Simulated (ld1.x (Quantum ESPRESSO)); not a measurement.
## What one change does to a pseudopotential (Hg (Z = 80), TM)

* Element: Hg (Z = 80)
* Generator: ld1.x (Quantum ESPRESSO) 7.5
* Type: norm-conserving Troullier–Martins (Kleinman–Bylander form)
* Functional: LDA (PZ)
* Relativity: fully relativistic
* Frozen core: [Xe] 4f14
* Valence charge: 12
* Reference configuration: 5d10 6s1.75 6p0 (charge +0.25)
* Partial waves: 6p (bound, empty): rc 2.45 bohr; 5d (bound): rc 2.15 bohr; 5f channel at 0.15 Ry: rc 2.00 bohr; 6s (bound): rc 1.65 bohr
* Local potential: the s channel
* Core correction: a·sin(br)/r model core inside 1.15 bohr

Open shells are filled in proportion to 2j + 1 (rel_dist='average').

Change: wave 5d (bound): rc 2.15 bohr becomes 5d (bound): rc 3.30 bohr.

Cutoffs: the cutoffs (Ry, on a coarse ladder) from which the occupation-weighted sum of valence levels, in a spherical-Bessel basis at the reference potential, stays within 10 and 1 mRy of its value at 400 Ry; they do not see the model core or the augmentation charge, which bear on the density cutoff. Errors are all-electron minus pseudo energies relative to the spin-unpolarised reference configuration.

Q: What does the change do?

A: The potential gets softer (45 Ry and 90 Ry → 35 Ry and 90 Ry); of the 7 tests that both files solve, the error grows in 4 and shrinks in 1 by more than 15 % and 0.3 meV (median size 0.8 → 3.4 meV); neither file shows a bound ghost. A larger radius leaves more room for a smooth pseudo-wave, so fewer plane waves are needed.

| quantity | base | changed |
| --- | --- | --- |
| cutoff, loose | 45 Ry | 35 Ry |
| cutoff, tight | 90 Ry | 90 Ry |
| loose cutoff by channel (10 mRy a level) | d 40 Ry, s 30 Ry | d 25 Ry, s 30 Ry |
| bound ghosts | none | none |
| error for 5d10 6s2 6p0, meV [ΔE -2.02 eV] | +0.1 | -0.2 |
| error for 5d10 6s1 6p0, meV [ΔE 9.04 eV] | -0.5 | -3.2 |
| error for 5d10 6s0 6p0, meV [ΔE 28.44 eV] | -12 | -44 |
| error for 5d10 6s1 6p1, meV [ΔE 4.06 eV] | -0.8 | -3.4 |
| error for 5d10 6s0 6p1, meV [ΔE 16.47 eV] | -1.5 | -21 |
| error for 5d10 6s1.5 6p0, meV [ΔE 2.51 eV] | +0.1 | -0.2 |
| error for 5d9 6s0 6p0, meV [ΔE 64.26 eV] | -120 | -100 |
